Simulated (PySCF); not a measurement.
# Dipole response of Xe⁺ (xenon, charge +1)

[Kr] 4d10 5s2 5p5, 2P determinant. All numbers are calculated (PySCF 2.14, the spin-free X2C one-electron Hamiltonian (Gaussian nucleus), in ANO-RCC-VTZP (7s6p4d2f1g, 68 functions)). Coupled (time-dependent) response in atomic units; α is the mean over directions. The basis has no added diffuse functions, which lowers α and C₆.

```
 method  mean α (bohr³)         α xx, yy, zz  C₆ (like pair)  S(−4)
wB97X-V           13.74  13.56, 13.84, 13.84           120.6  21.91
```

S(−4) is the Cauchy moment in α(ω) = α(0) + S(−4) ω² + …

Spin-orbit coupling is absent.

α(iu) at wB97X-V:

```csv
u (hartree),α(iu) (bohr³)
0,13.74
0.0500,13.69
0.100,13.53
0.200,12.93
0.300,12.04
0.500,9.930
0.750,7.491
1.00,5.671
1.50,3.509
2.00,2.406
3.00,1.375
5.00,0.6465
```

A single London oscillator, α(iu) = α/(1 + u²/ω²), gives C₆ = (3/4) ω α². Matching the computed C₆ needs ω = 4 × 120.6 / (3 × 13.74²) = 0.852 hartree.

For an ion, C₆ is the dispersion term alone; charge-induced terms of lower order in 1/R come first.

The components differ because the open shell of this determinant is not spherical; for a pure term their mean is the scalar polarisability.
